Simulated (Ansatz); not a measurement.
Ideal-gas functions of ClFGeH₄Si (`[F][GeH2][SiH2]Cl`) at 298.15 K and 1 bar, from an Ansatz frequency run at PBE0-D4/def2-TZVP.

Molar mass 159.18 g/mol, point group C1 (symmetry number 1), electronic degeneracy 1, moments of inertia 96.233, 414.916, 456.216 u Å². Harmonic wavenumbers (cm⁻¹, unscaled): 36, 95, 148, 337, 411, 488, 556, 656, 679, 693, 768, 813, 859, 930, 2144, 2162, 2230, 2249.

Use S(trans) = R[1.5 ln M + 2.5 ln T − 1.1517]; rotational temperatures θ = 24.2544 K / I; S(rot) = R[ln(√π/σ · √(T³/θAθBθC)) + 1.5]; for each mode x = 1.438777 ν̃/T, S = R[x/(eˣ − 1) − ln(1 − e⁻ˣ)] and H = RT x/(eˣ − 1); 1 cm⁻¹ = 0.0119627 kJ/mol; R = 8.31446 J/(mol·K).

Problem. By hand: the entropy, in J/(mol·K).

Solution. Translation 172.1. Rotation: θ = 0.252, 0.0585, 0.0532 K, giving 118.0. Vibration, mode by mode: 22.88, 14.87, 11.29, 5.13, 3.86, 2.88, 2.23, 1.52, 1.39, 1.32, 0.98, 0.82, 0.69, 0.52, 0.00, 0.00, 0.00, 0.00, in all 70.4. Electronic 0.0. Sum 360.5 J/(mol·K).

Problem. By hand: H − E and G − E in kJ/mol, counted from the electronic energy.

Solution. Zero-point energy ½ × 16254 × 0.0119627 = 97.2; thermal vibration 10.5; translation, rotation and pV give 4 RT = 9.9. H − E = 117.6 kJ/mol, and G − E = 117.6 − 298.15 × 360.5/1000 = 10.1 kJ/mol.

Vibration gives 20 % of the entropy, 49.0 J/(mol·K) of it from the modes under 150 cm⁻¹: soft modes count most, and the harmonic formula is weakest for them. The sum counts one conformer and one mirror image; others add a mixing term.
